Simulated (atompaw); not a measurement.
## Building the PAW (atompaw) potential for technetium (PBE, scalar-relativistic).

Tc, PAW, made with atompaw 4.2.0.5 (PBE, scalar-relativistic). Core [Ar] 3d10 4s2, reference 4p6 4d5 5s0 5p0 (charge +2). Waves: 5s (bound, empty): rc 2.80 bohr; 5s channel at 0.85 Ry: rc 2.80 bohr; 4p (bound): rc 1.35 bohr; 5p (bound, empty): rc 2.80 bohr; 4d (bound): rc 1.75 bohr; 4d channel at -0.15 Ry: rc 1.75 bohr. Local part: troulliermartins scheme with l = 3 at 0 Ry, radius 2.05 bohr. Core correction: smooth core density matched at 1.60 bohr. Augmentation charge: besselshape compensation charge, radius 2.50 bohr; PAW radius 2.80 bohr; waves and projectors: custom rrkj gramschmidtortho.

All-electron outer shells of the reference configuration (PBE, scalar-relativistic, ld1.x):

```
shell  level (eV)  outermost node (bohr)  outermost maximum (bohr)
   4s      -89.61                   0.50                      0.95
   4p      -61.59                   0.51                      1.03
   4d      -22.50                   0.50                      1.27
   5s      -18.41                   1.27                      2.53
   5p      -13.10                   1.43                      3.01
```

Results:

```json
{
 "Cutoffs needed": "45 Ry and 80 Ry (the cutoffs (Ry, on a coarse ladder) from which the occupation-weighted sum of valence levels, in a spherical-Bessel basis at the reference potential, stays within 10 and 1 mRy of its value at 400 Ry)",
 "Ghost test": "ghost state, extra bound levels that the all-electron valence spectrum of the same l lacks: s at -292.7 eV; a true bound ghost makes a file unfit for plane-wave use (spherical-Bessel basis up to 400 Ry, 20 bohr box)",
 "Lowest eigenvalue of the overlap operator": "0.14 (s channel)",
 "Overlap eigenvalues printed by atompaw (projector basis)": "0.0234, 0.366, 0.686, 1.15, 12.2, 31.9",
 "Share of each valence orbital outside the PAW sphere": "5s 47 %, 4p 0 %, 5p 69 %, 4d 6 %"
}
```

Generation and tests took about 1.4 s on one core of a shared server CPU.
